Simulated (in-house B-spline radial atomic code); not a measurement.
How numerical settings move a run on Ta, [Xe] 4f14 5d3 6s2. Computed with a B-spline radial code for spherical atoms: Dirac-Kohn-Sham BLYP, spherical fractional occupations, Fermi nucleus of rms radius 5.3507 fm.

Command:
```bash
python run_scf.py task.json out
```
Settings of the sound reference run:
```
Z                73
electrons        73
configuration    [Xe] 4f14 5d3 6s2
hamiltonian      dirac
method           b88,lyp
spin_polarised   False
nucleus          fermi
rms_radius       5.3507
mass_number      181
atomic_mass      180.948
speed_of_light   137.036
knot_spacing     0.22
spline_order     8
gauss_points     12
box_radius       50
max_iterations   70
damping          0.5
damped_steps     3
diis_vectors     10
tolerance        1e-08
start            Thomas-Fermi
```

Time taken, with all properties: 2.2 s on 1 thread of Intel(R) Xeon(R) 6975P-C, with other jobs on the host.

It converges in 12 iterations to -15624.544200 hartree, with 5d5/2 at -3.23116 eV. The other runs change the listed settings, some to values that make no sense; their results aren't properties of the atom or ion. Radii are in bohr (the nuclear one in fm), a minus after a letter asks for a j subshell, and «unchanged» means within 1e-8 hartree. The run stops when the residual is below 10 × tolerance × max(1, Z/10), or a noise floor if that is larger, and the energy moves by less than 1e-8 × √|E| hartree; so very loose and very tight tolerances often act alike.

```tsv
changed settings	outcome
max_iterations = 60, damping = 0, damped_steps = 1, tolerance = 0.01	converged in 11 iterations, energy +3.60e-08 hartree from the reference, 5d5/2 level -2.5e-03 eV
knot_spacing = 0.1, first_knot = 0.00137, max_iterations = 75	converged in 12 iterations, energy -4.67e-01 hartree from the reference, 5d5/2 level +3.6e-04 eV
spline_order = 6	converged in 12 iterations, energy +2.50e-05 hartree from the reference, 5d5/2 level -6.1e-07 eV
spline_order = 5	converged in 12 iterations, energy +4.01e-04 hartree from the reference, 5d5/2 level -1.3e-05 eV
electrons = 74, configuration = [Xe] 4f14 5d3 6s3, max_iterations = 50	stopped with error: shell 6s holds at most 2 electrons
gauss_points = 3	converged in 12 iterations, energy +2.63e-03 hartree from the reference, 5d5/2 level +1.1e-05 eV
spline_order = 10	converged in 12 iterations, energy -2.11e-06 hartree from the reference
spline_order = 3	converged in 12 iterations, energy +5.62e-01 hartree from the reference, 5d5/2 level -1.2e-02 eV
start = bare nucleus	converged in 14 iterations, energy unchanged, 5d5/2 level -3.9e-05 eV
electrons = 74, configuration = [Xe] 4f14 5d3 6s2 7p-1, max_iterations = 100	not converged after 100 iterations, last residual 3.8e-04
max_iterations = 50, diis_vectors = 4, start = bare nucleus	converged in 15 iterations, energy unchanged, 5d5/2 level -4.5e-05 eV
max_iterations = 3, start = bare nucleus	not converged after 3 iterations, last residual 2.3e+00, last energy +6.24e+01 hartree from the reference
```

**Question.** What happens with gauss_points = 16?

**Answer.** Converged in 12 iterations, energy unchanged.

**Question.** What happens with max_iterations = 2, damping = 0.95, diis_vectors = 20?

**Answer.** Not converged after 2 iterations, last residual 1.3e+00, last energy +1.70e+02 hartree from the reference.

**Question.** What happens with method = hf, speed_of_light = 36.50639?

**Answer.** Stopped with error: Z/c is past the critical charge.

**Question.** What happens with spline_order = 4?

**Answer.** Converged in 12 iterations, energy +1.13e-02 hartree from the reference, 5d5/2 level -3.3e-04 eV.
